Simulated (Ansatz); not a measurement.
C2H6SSi, SMILES `[SiH3]/C=C\S`, charge 0, multiplicity 1.

(1) Give a relaxed structure at PBE0-D4/def2-TZVP (the Gaussian-basis code of Ansatz). (An estimate is asked.)

## Answers

(1) Ansatz gave: 
Cartesian coordinates in Å:
```
Si 1.1072 0.7511 -0.3113
C -0.3956 0.3981 0.7180
C -1.2393 -0.6264 0.5651
S -1.2082 -1.9100 -0.6091
H 1.6222 2.1042 0.0180
H 2.1839 -0.2484 -0.0644
H 0.7855 0.6963 -1.7662
H -0.6241 1.0805 1.5332
H -2.0928 -0.7495 1.2281
H -0.1390 -1.4959 -1.3113
```
This is one stationary point; other conformers may exist.
